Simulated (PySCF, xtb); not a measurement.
FH6NOSi2, SMILES N[Si@@](O)(F)[SiH3].

The structure is a stationary point at PBE-D3(BJ)/def2-SVP. The structure was generated by enumeration; whether it is a known compound was not checked. One conformer was computed; it need not be the lowest.

Calculation: IEF-PCM-ωB97X/def2-SVP (PySCF).

The values are the electrostatic part of the solvation free energy, E(continuum) − E(gas) at the gas-phase geometry, in a cavity of scaled van der Waals radii (PySCF's table); cavitation and dispersion terms are not included. In vacuum the orbital gap is 12.66 eV. The dipole moment in vacuum is 0.81 D.

```csv
solvent,ε,ΔG(elec) (kcal/mol),dipole (D),gap (eV)
water,78.36,-7.3,0.98,12.67
tetrahydrofuran,7.43,-5.9,0.95,12.67
ethylethanoate,5.99,-5.6,0.95,12.67
```

For comparison, GFN2-xTB/ALPB(water) (xtb, at the GFN2-xTB geometry, all terms of that model) gives -6.7 kcal/mol.
